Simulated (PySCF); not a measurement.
H5P, SMILES [H][P@TB8]([H])([H])([H])[H]. Geometry: PBE0-D3(BJ)/def2-TZVPD.

TDDFT-CAM-B3LYP/def2-TZVPD (PySCF) puts the lowest singlet excitations at 4.72, 5.49, 5.49, 7.11, 7.11, 7.40 eV and the lowest triplet (TDA) at 4.16 eV.

Problem. What are the lowest singlet roots from PySCF 2.14.0 with EOM-CCSD/aug-cc-pVDZ? (The exact figures need the calculation; the answer reports its results.)

Solution. 4.60, 5.61, 5.61, 6.26, 6.32, 6.32 eV; triplets 4.09, 5.16, 5.16 eV. S1 differs by -0.12 eV (second minus first; roots are paired by order, and the bases may differ).
